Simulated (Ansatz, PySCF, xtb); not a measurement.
Noncovalent pair: AsH3 (SMILES [AsH3]) (first 4 atoms) with H2Se (SMILES [SeH2]); geometry from B3LYP-D3(BJ)/def2-TZVP.
(charge 0, multiplicity 1):
```xyz
7

As    -0.1887    -0.1176    -0.3551
H     -0.1534    -0.0902    -1.8806
H      1.3100     0.1333    -0.2509
H     -0.5074     1.3694    -0.2698
Se    -0.0350    -0.5231     3.3477
H     -1.4788    -0.5916     3.0855
H     -0.2655    -0.0142     4.7095
```

Monomers are frozen at their geometry in the pair; levels with a basis set take the counterpoise correction.

Rows in 6-31G* carry no dispersion term and start afresh at each structure (6-31G* with six Cartesian d functions); the Pople sets are all-electron and without relativity.

Programs: Ansatz (a first-principles code) with Gaussian orbitals; PySCF for 6-31G* rows, the dispersion terms; xtb for the GFN methods. 

Problem. One of these levels gives 2.0 kJ/mol for the interaction energy. Which?
(A) GFN-FF
(B) B3LYP/6-31G*
(C) BLYP-D3(BJ)/def2-TZVPPD
(D) revPBE/def2-TZVPPD

Solution. D, revPBE/def2-TZVPPD. The others give -9.2 (GFN-FF), -6.9 (BLYP-D3(BJ)/def2-TZVPPD), 0.3 (B3LYP/6-31G*)
